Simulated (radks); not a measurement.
Question: Gd, 64 electrons, occupied as [Xe] 4f7 5d1 6s2 (the NIST ground configuration). All-electron calculation, scalar-relativistic Kohn-Sham, PBEsol, spin-polarised, spherical densities, point nucleus; open shells are filled with parallel spins first (spin-orbit coupling, left out, can overturn this in heavy ions); hard spherical wall at 2.5 bohr. Program: a radial shooting solver on a logarithmic mesh with Libxc functionals. Some entries of the table are withheld. Estimate them.

orbital  occ.  eigenvalue (hartree)  <1/r> (bohr^-1)
1s down     1             -1838.862            71.64
1s up       1             -1838.861            71.64
2s up       1             -302.2866            16.62
2s down     1             -302.2808            16.62
2p up       3             -268.8396            15.51
2p down     3             -268.8352            15.51
3s up       1             -65.85018            6.092
3s down     1             -65.75662            6.098
3p up       3             -55.49176            5.727
3p down     3             -55.39852            5.733
3d up       5             -41.79965            5.434
3d down     5             -41.72639            5.440
4s up       1             -12.18185            2.565
4s down     1             -11.96403            2.565
4p up       3              -8.77615            2.355
4p down     3              -8.55996            2.354
4d up       5              -4.07296            2.067
4d down     5              -3.85917            2.064
5s up       1              -0.68820            1.012
5s down     1              -0.55177            1.001
5p up       3               0.19893           0.9232
5p down     3               0.32021           0.9131
4f up       7               0.97165            1.505
4f down     0               1.16735            1.482
5d up       1               1.50724           0.8469
5d down     0               1.61142           0.8401
6s up       1               3.17906           0.9543
5f up       0                   (1)           0.9674
6s down     1               3.28447           0.9566
5f down     0                   (2)           0.9821
6p up       0                   (3)              (4)
6p down     0                   (5)              (6)
7s up       0               9.22887            1.087
7s down     0               9.34476            1.088

Answer: 
(1) 5f up eigenvalue (hartree): 3.22181
(2) 5f down eigenvalue (hartree): 3.33065
(3) 6p up eigenvalue (hartree): 4.07118
(4) 6p up <1/r> (bohr^-1): 0.9827
(5) 6p down eigenvalue (hartree): 4.17991
(6) 6p down <1/r> (bohr^-1): 0.9844
